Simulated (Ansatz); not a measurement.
`[CH3][Ga]([NH2])[Cl]` and `[CH3][In]([NH2])[Cl]` differ in one element.

Ansatz, PBE0-D4/def2-TZVP geometries, multiplicity 1. Each molecule was computed in one conformer, which needn't be the lowest.

Elements past krypton have def2 core potentials. Scalar relativity is left out up to krypton.

```json
{"property": "HOMO–LUMO gap (ωB97M-V/def2-TZVPP) / eV", "`[CH3][Ga]([NH2])[Cl]`": "11.45"}
{"property": "LUMO energy (B3LYP/def2-TZVPP) / eV", "`[CH3][Ga]([NH2])[Cl]`": "-0.42"}
{"property": "HOMO energy (ωB97M-V/def2-TZVPP) / eV", "`[CH3][Ga]([NH2])[Cl]`": "-9.91"}
{"property": "HOMO energy (B3LYP/def2-TZVPP) / eV", "`[CH3][Ga]([NH2])[Cl]`": "-7.28"}
{"property": "HOMO–LUMO gap (PBE0/def2-TZVPP) / eV", "`[CH3][Ga]([NH2])[Cl]`": "7.37"}
{"property": "LUMO energy (ωB97M-V/def2-TZVPP) / eV", "`[CH3][Ga]([NH2])[Cl]`": "1.55"}
```

**Question.** What does the change do to each property? (Estimate.)

**Answer.** Computed: 
```json
{"property": "HOMO–LUMO gap (ωB97M-V/def2-TZVPP) / eV", "`[CH3][In]([NH2])[Cl]`": "10.28", "shift": "-1.17"}
{"property": "LUMO energy (B3LYP/def2-TZVPP) / eV", "`[CH3][In]([NH2])[Cl]`": "-1.23", "shift": "-0.81"}
{"property": "HOMO energy (ωB97M-V/def2-TZVPP) / eV", "`[CH3][In]([NH2])[Cl]`": "-9.67", "shift": "0.24"}
{"property": "HOMO energy (B3LYP/def2-TZVPP) / eV", "`[CH3][In]([NH2])[Cl]`": "-7.08", "shift": "0.20"}
{"property": "HOMO–LUMO gap (PBE0/def2-TZVPP) / eV", "`[CH3][In]([NH2])[Cl]`": "6.40", "shift": "-0.97"}
{"property": "LUMO energy (ωB97M-V/def2-TZVPP) / eV", "`[CH3][In]([NH2])[Cl]`": "0.60", "shift": "-0.95"}
```

With PBE0 the HOMO rises by 0.20 eV and the LUMO falls by 0.77 eV, so the gap narrows by about 0.97 eV. PBE moves the HOMO by 0.17 eV and ωB97M-V by 0.24 eV.

B3LYP here is the variant with VWN-RPA as its local correlation; programs differ in this.
